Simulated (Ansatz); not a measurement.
def2 core potentials replace the inner electrons of Te.

B3LYP has the VWN-RPA correlation part, as in Gaussian. 

Cartesian coordinates (Å):
SMILES: CC(C)(C)[Te]O
```xyz
16

C      0.0515    -1.3054    -0.6679
C     -0.1858    -0.0686     0.1958
C     -0.2279     1.1938    -0.6617
C     -1.4299    -0.2054     1.0703
Te     1.5482     0.1035     1.5893
O      2.8998     0.1943     0.0818
H     -0.7388    -1.3799    -1.4376
H      0.0357    -2.2279    -0.0687
H      1.0240    -1.2427    -1.1790
H     -0.4146     2.0937    -0.0566
H     -1.0348     1.1095    -1.4127
H      0.7196     1.3283    -1.2056
H     -2.3235    -0.3064     0.4283
H     -1.5837     0.6786     1.7102
H     -1.3849    -1.1001     1.7120
H      3.0453     1.1348    -0.0979
```
Charge 0, spin multiplicity 1.

Q: Give the adiabatic ionisation energy (no zero-point term), LUMO, vertical ionisation energy (Delta-SCF), hole reorganisation energy (four-point) and dipole moment at the level B3LYP-D3(BJ)/def2-TZVP // B3LYP-D3(BJ)/def2-SVP (Ansatz, a first-principles code).

A: 
The adiabatic ionisation energy (no zero-point term) comes out as 7.59 eV and the LUMO is -1.82 eV. The vertical ionisation energy (Delta-SCF) is 7.98 eV. The hole reorganisation energy (four-point) is 0.612 eV. The dipole moment is 2.18 D.
